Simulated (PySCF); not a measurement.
# Ti¹⁶⁺: ionisation energy

Ti¹⁶⁺ [He] 2s2 2p2 (3P) → Ti¹⁷⁺ [He] 2s2 2p1 (2P), as a difference of total energies. Computed with PySCF 2.14 in an even-tempered Gaussian basis (17 s from 2.7 bohr⁻², ratio 2.5; 10 p from 3.5 bohr⁻², ratio 2.5; 5 d from 16 bohr⁻², ratio 2.7; 5 f from 24 bohr⁻², ratio 2.7), with scalar relativity by spin-free X2C-1e. Correlated levels: nothing frozen; virtual orbitals above 40 to 60 times the deepest correlated orbital energy dropped. The calculations carry no spin-orbit coupling.

| method | ionisation energy (eV) |
| --- | --- |
| UHF | 1131.3 |
| MP2 (all electrons) | 1131.3 |
| SCS-MP2 (all electrons) | 1131.0 |
| CCSD (all electrons) | 1130.4 |
| CCSD(T) (all electrons) | 1130.4 |

A first-order spin-orbit estimate (lowest level to lowest level, LS coupling) adds -0.209 eV.

For comparison: 1130.2 ± 0.5 eV (semi-empirical (NIST evaluation); NIST Atomic Spectra Database, ionization energies).
